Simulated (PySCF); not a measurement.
A PySCF script (with the pyscf-properties extension) for the NMR shieldings of `InChI=1S/C3H11NOSi4/c1-2-3-7-6-8(4)9(7)5/h1,5,7-9H,3-4,6H2/t7-,8+,9-/m1/s1`, on a GFN2-xTB geometry:

```python
import basis_set_exchange as bse
import numpy as np
from pyscf import gto, dft
from pyscf.prop import nmr

atoms = """
C     3.243746    1.306731    0.547527
C     2.663304    0.298497    0.252932
C     1.880130   -0.863075   -0.061157
Si    0.352172   -1.012752    1.129432
Si   -1.409975   -2.003778   -0.095255
Si   -2.263441    0.160837   -0.505455
N    -1.738647    0.577219   -2.107843
Si   -0.739845    1.082688    1.034084
O     0.188139    2.291459    0.442837
H     3.805316    2.158312    0.792899
H     1.515982   -0.772745   -1.087126
H     2.515944   -1.748454   -0.015433
H     0.948234   -1.577872    2.359129
H    -1.056880   -2.895730   -1.213506
H    -2.268410   -2.868010    0.731237
H    -3.720519    0.392915   -0.346837
H    -2.167245    0.126147   -2.900855
H    -1.586983    1.549457   -2.324624
H    -1.287078    1.653155    2.273958
H     1.120909    2.155678    0.270423
"""
names = dict.fromkeys(["C", "Si", "N", "O", "H"], "pcSseg-1")
basis = {el: gto.basis.parse(bse.get_basis(n, elements=[el], fmt="nwchem")) for el, n in names.items()}
mol = gto.M(atom=atoms, basis=basis, charge=0, verbose=0)
mf = dft.RKS(mol, xc="PBE0")
mf.grids.level = 2
mf.grids.alignment = dft.numint.BLKSIZE   # the property module wants whole blocks of grid points
mf.conv_tol = 1e-9
mf.kernel()

calc = nmr.RKS(mf)   # GIAO
C = mf.mo_coeff
Co = C[:, mf.mo_occ > 0]
resp = mf.gen_response(singlet=True, hermi=2)
def vind(x):   # induced exchange potential for any number of trial vectors
    d = np.einsum("pi,xij,qj->xpq", C, 2 * x.reshape(-1, C.shape[1], Co.shape[1]), Co, optimize=True)
    return np.einsum("xpq,pi,qj->xij", resp(d - d.transpose(0, 2, 1)), C, Co, optimize=True).ravel()
mo1, _ = nmr.rhf.solve_mo1(calc, with_cphf=vind)
sigma = calc.kernel(mo1)
for i, s in enumerate(sigma):   # ppm
    print("%2d %-2s %9.2f" % (i, mol.atom_pure_symbol(i), np.trace(s) / 3))
```

Q: Give the expected output.

A: 
```
 0 C     113.20
 1 C      92.52
 2 C     185.08
 3 Si    398.80
 4 Si    460.41
 5 Si    374.44
 6 N     273.38
 7 Si    349.59
 8 O     329.31
 9 H      30.22
10 H      29.27
11 H      29.59
12 H      26.75
13 H      27.98
14 H      28.14
15 H      25.67
16 H      31.82
17 H      31.52
18 H      25.45
19 H      28.45
```

These numbers come from an equivalent density-fitted implementation of the same equations, which agrees with the script to about 0.01 ppm for H and up to a few tenths of a ppm for heavy atoms, so last digits may differ.

Q: Turn these shieldings into chemical shifts. Scale: ¹³C (σref 186.93) and ²⁹Si (σref 349.16) and ¹H (σref 31.72) against TMS; ¹⁵N (σref 267.73) against NH3; ¹⁷O (σref 336.08) against H2O (reference shieldings calculated alike).

A: Averaging equivalent atoms: C 1: 94.4; C 0: 73.7; C 2: 1.8; Si 7: -0.4; Si 5: -25.3; Si 3: -49.6; Si 4: -111.3; N 6: -5.7; O 8: 6.8; H 18: 6.27; H 15: 6.05; H 12: 4.97; H 13: 3.73; H 14: 3.58; H 19: 3.27; H 10: 2.45; H 11: 2.13; H 9: 1.50; H 16/17: 0.05 ppm. Experimental scales use liquid or dissolved standards, which lie at an offset from isolated NH3 (liquid NH3: subtract about 20 ppm) and H2O (liquid H2O: subtract about 36 ppm).

Size and cost of the density-fitted run: 236 basis functions, 100 s wall time on 1 thread of an Arm Neoverse N1, shared host; peak memory 1.1 GiB.
